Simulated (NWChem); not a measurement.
System: C2H4FNOSi; SMILES O[Si@@H]1C=N[C@@H]1F

Input file for NWChem:

```
start job
memory heap 200 mb stack 700 mb global 900 mb
geometry units angstroms noautoz
  O      0.750071    -1.877858    -0.467266
  Si    -0.211699    -0.862586     0.420735
  C     -1.506502     0.218227    -0.435215
  N     -0.906420     1.342975    -0.247436
  C      0.301297     0.991516     0.514921
  F      1.428713     1.327625    -0.187860
  H      1.211344    -1.493349    -1.220134
  H     -0.590336    -1.658628     1.621599
  H     -2.475165     0.184050    -0.955273
  H      0.317568     1.541569     1.472203
end
basis spherical
  * library def2-svp
end
dft
  xc m06-l
  grid fine
  iterations 150
  mulliken
end
task dft gradient
```

NWChem printed, in part:

```
             Northwest Computational Chemistry Package (NWChem) 7.3.0
             --------------------------------------------------------

 C1  symmetry detected

                             Geometry "geometry" -> ""
                             -------------------------

 Output coordinates in angstroms (scale by  1.889725989 to convert to a.u.)

  No.       Tag          Charge          X              Y              Z
 ---- ---------------- ---------- -------------- -------------- --------------
    1 O                    8.0000     0.74389756    -1.87842067    -0.46026662
    2 Si                  14.0000    -0.22144841    -0.86285347     0.42350652
    3 C                    6.0000    -1.52263759     0.20699914    -0.43651911
    4 N                    7.0000    -0.92767926     1.33562582    -0.25584308
    5 C                    6.0000     0.28279858     0.99417288     0.50668250
    6 F                    9.0000     1.40758349     1.33176847    -0.19959318
    7 H                    1.0000     1.20224424    -1.49588810    -1.21592351
    8 H                    1.0000    -0.59454730    -1.65403101     1.62930854
    9 H                    1.0000    -2.49187052     0.16531150    -0.95496491
   10 H                    1.0000     0.29780825     1.54959250     1.46088145

 Effective nuclear repulsion energy (a.u.)     295.7767588965

                                 NWChem DFT Module
                                 -----------------

 Summary of "ao basis" -> "ao basis" (spherical)
 ------------------------------------------------------------------------------
       Tag                 Description            Shells   Functions and Types
 ---------------- ------------------------------  ------  ---------------------
 O                          def2-svp                 6       14   3s2p1d
 Si                         def2-svp                 8       18   4s3p1d
 C                          def2-svp                 6       14   3s2p1d
 N                          def2-svp                 6       14   3s2p1d
 F                          def2-svp                 6       14   3s2p1d
 H                          def2-svp                 3        5   2s1p

            General Information
            -------------------
          SCF calculation type: DFT
          Wavefunction type:  closed shell.
          No. of atoms     :    10
          No. of electrons :    54
           Alpha electrons :    27
            Beta electrons :    27
          Charge           :     0
          Spin multiplicity:     1
          Use of symmetry is: off; symmetry adaption is: off
          Maximum number of iterations: 150
          AO basis - number of functions:   108
                     number of shells:    50
          Convergence on energy requested:  1.00D-06
          Convergence on density requested:  1.00D-05
          Convergence on gradient requested:  5.00D-04

              XC Information
              --------------
                        M06-L Method XC Functional
                         M06-L Exchange Functional  1.000
                       M06-L Correlation Potential  1.000

             Grid Information
             ----------------
          Grid used for XC integration:  fine
          Radial quadrature: Mura-Knowles
          Angular quadrature: Lebedev.
          Tag              B.-S. Rad. Rad. Pts. Rad. Cut. Ang. Pts.
          ---              ---------- --------- --------- ---------
          O                   0.60       70          11.0       590
          Si                  1.10      123          10.0       770
          C                   0.70       70          10.0       590
          N                   0.65       70          10.0       590
          F                   0.50       70          11.0       590
          H                   0.35       60          11.0       590
          Grid pruning is: on
          Number of quadrature shells:   713
          Spatial weights used:  Erf1

      Superposition of Atomic Density Guess
      -------------------------------------

 Sum of atomic energies:        -594.21312826

      Non-variational initial energy
      ------------------------------

 Total energy =    -596.812757
 1-e energy   =   -1407.782723
 2-e energy   =     515.193206
 HOMO         =      -0.264520
 LUMO         =      -0.048344

     ---------------------------------------------
      Total Density - Mulliken Population Analysis
     ---------------------------------------------

    Atom       Charge   Shell Charges
 -----------   ------   -------------------------------------------------------
    1 O    8     8.76   1.99  1.10  0.63  3.09  1.94  0.00
    2 Si  14    13.04   2.00  1.99  0.98  0.21  5.93  1.00  0.65  0.26
    3 C    6     5.97   1.99  1.00  0.37  1.76  0.81  0.05
    4 N    7     7.51   1.99  1.09  0.59  2.34  1.46  0.03
    5 C    6     5.67   1.99  0.94  0.30  1.65  0.72  0.07
    6 F    9     9.44   1.99  1.14  0.78  3.46  2.06  0.00
    7 H    1     0.65   0.52  0.07  0.06
    8 H    1     1.10   0.70  0.39  0.01
    9 H    1     0.93   0.68  0.22  0.02
   10 H    1     0.95   0.70  0.22  0.02

   convergence    iter        energy       DeltaE   RMS-Dens  Diis-err
 ---------------- ----- ----------------- --------- --------- ---------
 d= 0,ls=0.0,diis     1   -597.4239416963 -8.93D+02  1.69D-02  9.38D-01
 d= 0,ls=0.0,diis     2   -597.1950778993  2.29D-01  1.15D-02  3.27D+00
 d= 0,ls=0.0,diis     3   -597.5349527116 -3.40D-01  2.02D-03  5.25D-02
 d= 0,ls=0.0,diis     4   -597.5356831636 -7.30D-04  1.37D-03  3.97D-02
 d= 0,ls=0.0,diis     5   -597.5371648321 -1.48D-03  6.95D-04  3.83D-03
  Resetting Diis
 d= 0,ls=0.0,diis     6   -597.5376715990 -5.07D-04  3.85D-04  5.26D-04
 d= 0,ls=0.0,diis     7   -597.5377478200 -7.62D-05  2.92D-04  7.95D-05
 d= 0,ls=0.0,diis     8   -597.5377349858  1.28D-05  1.06D-04  2.50D-04
 d= 0,ls=0.0,diis     9   -597.5377633184 -2.83D-05  3.05D-05  1.37D-05
 d= 0,ls=0.0,diis    10   -597.5377646338 -1.32D-06  1.19D-05  3.53D-06
 d= 0,ls=0.0,diis    11   -597.5377650052 -3.71D-07  2.47D-06  7.34D-08

         Total DFT energy =     -597.537765005235
      One electron energy =    -1411.368754496730
           Coulomb energy =      577.286146175251
    Exchange-Corr. energy =      -59.231915580293
 Nuclear repulsion energy =      295.776758896537

 Numeric. integr. density =       53.999996092160

                       DFT Final Molecular Orbital Analysis
                       ------------------------------------

 Vector   25  Occ=2.000000D+00  E=-3.188712D-01
              MO Center= -2.5D-01, -1.2D-03, -1.5D-01, r^2= 4.0D+00
   Bfn.  Coefficient  Atom+Function         Bfn.  Coefficient  Atom+Function
  ----- ------------  ---------------      ----- ------------  ---------------
    52      0.307472   4 N  pz               38     -0.242933   3 C  pz
    55     -0.202947   4 N  pz                5     -0.201786   1 O  py
     6     -0.194939   1 O  pz                4     -0.193189   1 O  px
    80      0.186433   6 F  pz              104      0.174666  10 H  s
    41     -0.163901   3 C  pz                7     -0.153669   1 O  px

 Vector   26  Occ=2.000000D+00  E=-2.612100D-01
              MO Center=  1.5D-02,  1.9D-01,  4.9D-02, r^2= 3.5D+00
   Bfn.  Coefficient  Atom+Function         Bfn.  Coefficient  Atom+Function
  ----- ------------  ---------------      ----- ------------  ---------------
    65      0.297891   5 C  py               79      0.285266   6 F  py
    82     -0.220200   6 F  py              104      0.211106  10 H  s
    63     -0.207609   5 C  s                 4      0.199574   1 O  px
    36      0.195691   3 C  px               37     -0.165732   3 C  py
    35      0.164274   3 C  s                99     -0.165038   9 H  s

 Vector   27  Occ=2.000000D+00  E=-2.189499D-01
              MO Center= -6.8D-01,  7.1D-01, -1.6D-02, r^2= 3.1D+00
   Bfn.  Coefficient  Atom+Function         Bfn.  Coefficient  Atom+Function
  ----- ------------  ---------------      ----- ------------  ---------------
    51      0.399276   4 N  py               54     -0.325654   4 N  py
    17     -0.209421   2 Si s                95      0.191614   8 H  s
    65      0.190348   5 C  py               37      0.180133   3 C  py
    94      0.169324   8 H  s                23     -0.167809   2 Si py
    50     -0.167166   4 N  px               49     -0.152933   4 N  s

 Vector   28  Occ=0.000000D+00  E=-7.838057D-02
              MO Center= -1.1D+00,  4.9D-01, -2.5D-01, r^2= 2.3D+00
   Bfn.  Coefficient  Atom+Function         Bfn.  Coefficient  Atom+Function
  ----- ------------  ---------------      ----- ------------  ---------------
    41      0.391015   3 C  pz               55     -0.382179   4 N  pz
    52      0.376983   4 N  pz               38      0.369518   3 C  pz
    53      0.248144   4 N  px               39     -0.229481   3 C  px
    50     -0.227342   4 N  px               36     -0.194687   3 C  px
    25     -0.174949   2 Si px               27      0.167545   2 Si pz

 Vector   29  Occ=0.000000D+00  E= 1.396522D-02
              MO Center=  1.2D-01, -6.5D-01, -5.2D-02, r^2= 4.3D+00
   Bfn.  Coefficient  Atom+Function         Bfn.  Coefficient  Atom+Function
  ----- ------------  ---------------      ----- ------------  ---------------
    26      0.681806   2 Si py                3      0.623398   1 O  s
    90     -0.521455   7 H  s                63     -0.426779   5 C  s
    27      0.342814   2 Si pz               77      0.280761   6 F  s
    69      0.256656   5 C  pz               67     -0.235095   5 C  px
    41     -0.229168   3 C  pz              105     -0.204355  10 H  s

 Vector   30  Occ=0.000000D+00  E= 2.580765D-02
              MO Center= -4.5D-02, -8.2D-01,  5.8D-01, r^2= 3.4D+00
   Bfn.  Coefficient  Atom+Function         Bfn.  Coefficient  Atom+Function
  ----- ------------  ---------------      ----- ------------  ---------------
    25      0.913425   2 Si px               63     -0.734689   5 C  s
    35      0.702725   3 C  s                27      0.388911   2 Si pz
    26      0.288961   2 Si py               68      0.278530   5 C  py
    22      0.275478   2 Si px              100     -0.242011   9 H  s
    18      0.202518   2 Si s                67      0.198933   5 C  px

     ---------------------------------------------
      Total Density - Mulliken Population Analysis
     ---------------------------------------------

    Atom       Charge   Shell Charges
 -----------   ------   -------------------------------------------------------
    1 O    8     8.44   1.99  1.10  0.65  2.86  1.84  0.01
    2 Si  14    13.24   2.00  1.99  1.03  0.09  5.93  1.23  0.61  0.36
    3 C    6     6.18   1.99  0.95  0.40  1.99  0.80  0.05
    4 N    7     7.26   1.99  1.08  0.63  2.28  1.26  0.03
    5 C    6     5.86   1.99  0.95  0.24  1.97  0.62  0.08
    6 F    9     9.28   1.99  1.16  0.79  3.32  2.03  0.01
    7 H    1     0.78   0.67  0.04  0.07
    8 H    1     1.10   0.77  0.32  0.01
    9 H    1     0.93   0.76  0.15  0.02
   10 H    1     0.93   0.77  0.14  0.02

     -------------------------------------------
      Total Density - Lowdin Population Analysis
     -------------------------------------------

    Atom       Charge   Shell Charges
 -----------   ------   -------------------------------------------------------
    1 O    8     8.22   1.97  0.90  0.60  2.69  2.05  0.01
    2 Si  14    13.43   2.00  1.93  0.64  0.31  5.81  1.26  0.91  0.56
    3 C    6     6.11   1.97  0.66  0.37  1.82  1.19  0.11
    4 N    7     7.10   1.97  0.85  0.51  2.15  1.57  0.06
    5 C    6     6.00   1.96  0.64  0.34  1.80  1.07  0.18
    6 F    9     9.14   1.98  1.04  0.74  3.20  2.17  0.01
    7 H    1     0.90   0.55  0.16  0.19
    8 H    1     1.11   0.67  0.42  0.02
    9 H    1     0.99   0.65  0.26  0.07
   10 H    1     0.99   0.67  0.26  0.07

     Multipole analysis of the density
     ---------------------------------

     L   x y z        total         alpha         beta         nuclear
     -   - - -        -----         -----         ----         -------
     0   0 0 0     -0.000000    -27.000000    -27.000000     54.000000

     1   1 0 0     -0.205291     -0.102645     -0.102645      0.000000
     1   0 1 0     -0.503970     -0.251985     -0.251985      0.000000
     1   0 0 1      0.097504      0.048752      0.048752      0.000000

     2   2 0 0    -29.713517   -106.734443   -106.734443    183.755368
     2   1 1 0      0.804861      2.679813      2.679813     -4.554765
     2   1 0 1     -0.491914     -0.804183     -0.804183      1.116452
     2   0 2 0    -35.996639   -162.073112   -162.073112    288.149585
     2   0 1 1      2.452461     -0.070896     -0.070896      2.594252
     2   0 0 2    -27.740256    -40.448495    -40.448495     53.156734

            General Information
            -------------------
          SCF calculation type: DFT
          Wavefunction type:  closed shell.
          No. of atoms     :    10
          No. of electrons :    54
           Alpha electrons :    27
            Beta electrons :    27
          Charge           :     0
          Spin multiplicity:     1
          Use of symmetry is: off; symmetry adaption is: off
          Maximum number of iterations: 150
          AO basis - number of functions:   108
                     number of shells:    50
          Convergence on energy requested:  1.00D-06
          Convergence on density requested:  1.00D-05
          Convergence on gradient requested:  5.00D-04

              XC Information
              --------------
                        M06-L Method XC Functional
                         M06-L Exchange Functional  1.000
                       M06-L Correlation Potential  1.000

             Grid Information
             ----------------
          Grid used for XC integration:  fine
          Radial quadrature: Mura-Knowles
          Angular quadrature: Lebedev.
          Tag              B.-S. Rad. Rad. Pts. Rad. Cut. Ang. Pts.
          ---              ---------- --------- --------- ---------
          O                   0.60       70          11.0       590
          Si                  1.10      123          10.0       770
          C                   0.70       70          10.0       590
          N                   0.65       70          10.0       590
          F                   0.50       70          11.0       590
          H                   0.35       60          11.0       590
          Grid pruning is: on
          Number of quadrature shells:   713
          Spatial weights used:  Erf1

          Convergence Information
          -----------------------
          Convergence aids based upon iterative change in
          total energy or number of iterations.
          Levelshifting, if invoked, occurs when the
          HOMO/LUMO gap drops below (HL_TOL):  1.00D-02
          DIIS, if invoked, will attempt to extrapolate
          using up to (NFOCK): 10 stored Fock matrices.

[...]

                         DFT ENERGY GRADIENTS

    atom               coordinates                        gradient
                 x          y          z           x          y          z
   1 O       1.405763  -3.549700  -0.869778   -0.000862   0.000369   0.000390
   2 Si     -0.418477  -1.630557   0.800311    0.002127  -0.002177  -0.001534
   3 C      -2.877368   0.391172  -0.824902   -0.000728   0.004822  -0.001094
   4 N      -1.753060   2.523967  -0.483473   -0.000109  -0.005190   0.001334
   5 C       0.534412   1.878714   0.957491    0.001618   0.005491  -0.003213
   6 F       2.659947   2.516677  -0.377176   -0.002645  -0.001377   0.002424
   7 H       2.271912  -2.826819  -2.297762    0.000288  -0.000217  -0.000287
   8 H      -1.123531  -3.125665   3.078947   -0.000734  -0.000496   0.001543
   9 H      -4.708952   0.312393  -1.804622    0.000712  -0.000524   0.000426
  10 H       0.562776   2.928305   2.760666    0.000333  -0.000702   0.000011
```

Level: M06-L/def2-SVP. Geometry: optimised at PBE0/def2-SVP.
